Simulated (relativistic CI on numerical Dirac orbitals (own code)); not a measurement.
## Spin-allowed bands of a d7 ion in a tetrahedral site, by hand

Problem. Take Δ = 9550 cm⁻¹ and B = 700 cm⁻¹ for a d7 ion in a tetrahedral site. Calculate the three spin-allowed bands.

Working.
1. The terms of highest spin are 4F (energy 0) and 4P (15B = 10500 cm⁻¹). Here the F term splits into A2 at −1.2Δ = -11460, T2 at −0.2Δ = -1910 and T1 at +0.6Δ = 5730 cm⁻¹.
2. The two T1 states mix through the element 0.4Δ: H = [[5730, 3820], [3820, 10500]], with roots ½(H₁₁ + H₂₂) ∓ ½√[(H₂₂ − H₁₁)² + 4H₁₂²] = ½(16230) ∓ ½(9007) = 3612 and 12618 cm⁻¹.
3. The ground term is 4A2 at -11460 cm⁻¹.
4. Bands: 4T2 9550 cm⁻¹ (1047 nm), 4T1(F) 15072 cm⁻¹ (663 nm), 4T1(P) 24078 cm⁻¹ (415 nm).

Check. Exact diagonalisation of the whole d7 shell with these parameters gives 4T2 9550, 4T1 15072, 4T1 24078 cm⁻¹. The match is exact, since without spin-orbit coupling no other term has this spin. The ratio of the second band to the first, 1.578, depends on Δ/B = 13.6 alone, which is how a Tanabe-Sugano diagram is read.
